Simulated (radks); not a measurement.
Results of a calculation; reference values are marked as such.
Effect of the nuclear size on the gallium ion Ga3+, [Ar] 3d10. Code: a radial shooting solver on a logarithmic mesh with Libxc functionals. Model: Dirac Kohn-Sham, PBE, spin-unpolarised, spherical densities, finite nucleus; Fermi nuclear charge, rms radius 3.9973 fm. The rms radius is varied about that value; shifts are against it.

| rms radius (fm) | total energy shift (eV) | density at nucleus (e/bohr^3) | 1s1/2 shift (meV) | 2s1/2 shift (meV) | 3s1/2 shift (meV) | 4s1/2 (empty) shift (meV) |
|---|---|---|---|---|---|---|
| 3.4057 | -0.0774 | 2.85e+04 | -32.9 | -3.19 | -0.486 | -0.054 |
| 3.6855 | -0.0422 | 2.836e+04 | -18.0 | -1.74 | -0.265 | -0.029 |
| 3.9973 | 0 | 2.823e+04 | 0.000 | 0.000 | 0.000 | 0.000 |
| 4.373 | 0.0552 | 2.807e+04 | 23.5 | 2.28 | 0.347 | 0.039 |
| 4.7808 | 0.120 | 2.793e+04 | 51.2 | 4.97 | 0.756 | 0.084 |

Slopes of the eigenvalues against <r^2> in GHz/fm^2, as finite differences over the two radii next to the reference (eigenvalue slopes, not the field-shift constants of lines): 1s1/2 1810, 2s1/2 176, 3s1/2 26.7, 4s1/2 (empty) 2.97.
